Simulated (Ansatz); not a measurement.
`NB(O)C=O` from Hartree–Fock to CCSD(T)

Z-matrix (Å, degrees):
```
N
B 1 1.394
H 1 1.004 2 126.7
H 1 1.008 2 118.4 3 180.0
O 2 1.366 1 127.1 3 -0.0
C 2 1.605 1 116.4 3 180.0
H 5 0.959 2 115.3 1 -0.0
O 6 1.211 2 121.9 1 0.1
H 6 1.115 2 119.0 1 -179.9
```

Total charge 0; spin multiplicity 1. The structure was optimised at the PBE0-D4/def2-TZVP level. It is one conformer, not always the lowest. Frozen core, restricted reference, Ansatz 0.2.0. CBS rows extrapolate triple and quadruple zeta; past MP2 they add the triple-zeta difference.

| basis | HF (Eh) | MP2 corr. |
| --- | --- | --- |
| def2-SVP | -268.93995 | -0.74146 |
| def2-TZVPP | -269.26220 | -0.92895 |
| def2-QZVPP | -269.27480 | -0.99904 |

Question: Estimate the CCSD correlation energy and the (T) correction in each basis where they were run (hartree).

Answer: 
| basis | CCSD corr. | (T) |
| --- | --- | --- |
| def2-SVP | -0.77232 | -0.02214 |
| def2-TZVPP | -0.94842 | -0.03840 |
| CBS(def2) | -1.07044 | as TZ |
